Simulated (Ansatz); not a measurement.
One geometry of the cluster LiCoO2, several levels of theory.

```yaml
crystal:
  periodic: [false, false, false]
  atoms:
    - {symbol: Li, position_ang: [-0.482651, 1.125691, 0.536204]}
    - {symbol: Co, position_ang: [0.235073, -1.234434, 0.512889]}
    - {symbol: O, position_ang: [-0.548941, -0.148427, -0.704408]}
    - {symbol: O, position_ang: [0.796519, 0.257160, -0.344685]}
basis:
  gaussian: {orbitals: def2-TZVP, initial_orbitals: start.molden}
hamiltonian: {xc: pbe0, dispersion: d4}
scf: {omitted_lower_state_checks: [starts]}
output: {orbitals: {seedname: orbitals}}
```

The file start.molden holds the orbitals of an earlier run on this structure, at another level or in another basis.

```sh
$ ansatz run in.yaml --threads 4 --pin off --events-out ev --progress --plain --max-ram 3916MiB
```

Output, abridged:

```
Functional definition: PBE0
  name "PBE0"
  cite "Adamo & Barone, J. Chem. Phys. 110, 6158 (1999) doi:10.1063/1.478522"
  cite "Perdew, Burke & Ernzerhof, Phys. Rev. Lett. 77, 3865 (1996) doi:10.1103/PhysRevLett.77.3865"
  parent pbe
  parameter a = 0.25
  parameter kappa = 0.804
  parameter beta = 0.06672455060314922
  exchange = (1 - a)*pbe_x(kappa = kappa, mu = beta*pi^2/3) + a*exact_x
  correlation = pbe_c(beta = beta)
these checks for a lower state are left out or cut short: starts
966 factors; their error is unknown
mean field evaluation 1: about -41913.3158 eV, gradient 2.4e-1 eV
mean field evaluation 2: about -41913.3158 eV, gradient 4.7e-5 eV
mean field evaluation 4: about -41913.4603 eV, gradient 5.3e-5 eV
mean field -41913.46028996 eV, -1540.2912556923 hartree, gradient 6.2e-5 eV, S^2 0.000000; 0 other end points of the search recorded, 0 dependent functions left out
reference -41913.46032574 eV, -1540.2912570073 hartree; 23, 23 occupied and 98, 98 virtual orbitals, 966 factors
Total energy: -41913.51107977 eV, -1540.2931221835 hartree
Checks for a lower state left out: starts
```

Run time 1.1 s (4 threads of Arm Neoverse V2 on a shared host).

First input, but with `hamiltonian: {xc: {name: wB97X-V}}` (abridged; 9.5 s):

```
Functional definition: wB97X-V
mean field -41919.01097675 eV, -1540.4952396694 hartree, gradient 7.7e-5 eV, S^2 0.000000
Total energy: -41919.01097445 eV, -1540.4952395850 hartree
Checks for a lower state left out: starts
```

First input, but with `hamiltonian: {xc: r2scan, dispersion: d4}` (abridged; 1.9 s):

```
Functional definition: r2SCAN
mean field -41922.68615435 eV, -1540.6302999552 hartree, gradient 1.3e-5 eV, S^2 0.000000
Total energy: -41922.69853113 eV, -1540.6307547933 hartree
Checks for a lower state left out: starts
```

As the first input, with `hamiltonian: {xc: pbe, dispersion: d4}`, `output: {forces: true, orbitals: {seedname: orbitals}}` (abridged; 1.1 s):

```
Functional definition: PBE
mean field -41914.75447342 eV, -1540.3388160571 hartree, gradient 1.7e-5 eV, S^2 0.000000
Total energy: -41914.81617542 eV, -1540.3410835640 hartree
Atom 0 force    -0.160088     0.202616     0.369163 eV/Å
Atom 1 force    -0.008617    -0.339695     0.413287 eV/Å
Atom 2 force    -0.348314    -0.062092    -0.506256 eV/Å
Atom 3 force     0.517019     0.199171    -0.276193 eV/Å
Dipole moment:    -0.293410     0.450053     0.590358 e Å
Checks for a lower state left out: starts
```

As the first input, with `hamiltonian: {xc: {name: B2PLYP}}` and without the key `output` (abridged; 2.4 s):

```
Functional definition: B2PLYP
mean field -41905.72353053 eV, -1540.0069350273 hartree, gradient 1.4e-6 eV, S^2 0.000000; unrestricted orbitals would lower it
7 core orbitals not correlated: weight in the atoms' cores, before any rotation towards them, 1.000 or more for the frozen orbitals, at most 0.000 for the correlated occupied ones
second order -40.67927722 eV of doubles, -0.00000000 eV of singles
Total energy: -41916.70707764 eV, -1540.4105729387 hartree
Checks for a lower state left out: starts
```

First input, but with `gaussian: {orbitals: def2-TZVPP, initial_orbitals: start.molden}`, `correlation: {method: ccsd_t}` and without the key `hamiltonian` (abridged; 54 s):

```
Functional definition: HF
mean field -41862.24807723 eV, -1538.4092415875 hartree, gradient 3.4e-6 eV, S^2 0.000000; unrestricted orbitals would lower it
mean field evaluation 16: about -41863.5206 eV, gradient 3.8e0 eV
mean field evaluation 32: about -41864.9823 eV, gradient 2.9e-3 eV
mean field evaluation 64: about -41862.2479 eV, gradient 4.3e-2 eV
mean field evaluation 96: about -41862.2481 eV, gradient 2.9e-5 eV
mean field evaluation 128: about -41862.2481 eV, gradient 9.7e-3 eV
mean field evaluation 160: about -41864.8717 eV, gradient 3.0e-1 eV
mean field evaluation 192: about -41864.9711 eV, gradient 1.2e0 eV
mean field evaluation 224: about -41862.2338 eV, gradient 7.4e-2 eV
mean field evaluation 256: about -41862.2480 eV, gradient 3.3e-2 eV
mean field evaluation 288: about -41862.2481 eV, gradient 1.7e-5 eV
unrestricted determinant -41864.98233470 eV, -1538.5097236962 hartree, S^2 1.9307
7 core orbitals not correlated: weight in the atoms' cores, before any rotation towards them, 1.000 or more for the frozen orbitals, at most 0.000 for the correlated occupied ones
[...]
cycle  22  -33.39654074 eV  change    8.2e-4 eV  update   2.9e-4
cycle  23  -33.39664734 eV  change   -1.1e-4 eV  update   2.4e-4
cycle  24  -33.39713236 eV  change   -4.9e-4 eV  update   2.0e-4
cycle  25  -33.39686343 eV  change    2.7e-4 eV  update   1.5e-4
cycle  26  -33.39713481 eV  change   -2.7e-4 eV  update   1.2e-4
cycle  27  -33.39713687 eV  change   -2.1e-6 eV  update   7.2e-5
cycle  28  -33.39712168 eV  change    1.5e-5 eV  update   6.0e-5
cycle  29  -33.39704429 eV  change    7.7e-5 eV  update   3.8e-5
cycle  30  -33.39700253 eV  change    4.2e-5 eV  update   2.5e-5
cycle  31  -33.39699139 eV  change    1.1e-5 eV  update   2.0e-5
cycle  32  -33.39696569 eV  change    2.6e-5 eV  update   1.7e-5
cycle  33  -33.39696947 eV  change   -3.8e-6 eV  update   1.4e-5
perturbative correction -1.71224121 eV, -0.0629237039 hartree
Total energy: -41897.35728791 eV, -1539.6994812820 hartree
Checks for a lower state left out: starts
```

Geometry: PBE0-D4/def2-TZVP.

Correlated methods freeze 7 core orbitals; core or outer-core shells of Li, Co are correlated, in sets that lack core-valence functions. The structure holds 1 bond(s) between oxygen atoms. The restricted singlet is unstable towards broken spin symmetry at other levels; at PBE0-D4/def2-TZVP, ωB97X-V/def2-TZVP, r2SCAN-D4/def2-TZVP, PBE-D4/def2-TZVP this wasn't settled. At B2PLYP/def2-TZVP, CCSD(T)/def2-TZVPP the restricted singlet (for correlated methods, its reference) is unstable: a solution with broken spin symmetry lies lower. At CCSD(T)/def2-TZVPP T1 of the charge 0 singlet is large (up to 0.078), so the single-reference result is doubtful. No other spin state of charge 0 was run. The geometry of the singlet was relaxed on an unsound state (restricted singlet, unstable towards broken spin symmetry at other levels and untested here). Another isomer (quintet) lies 3.32 eV lower at PBE0-D4/def2-TZVP; other spin states weren't run for this one.
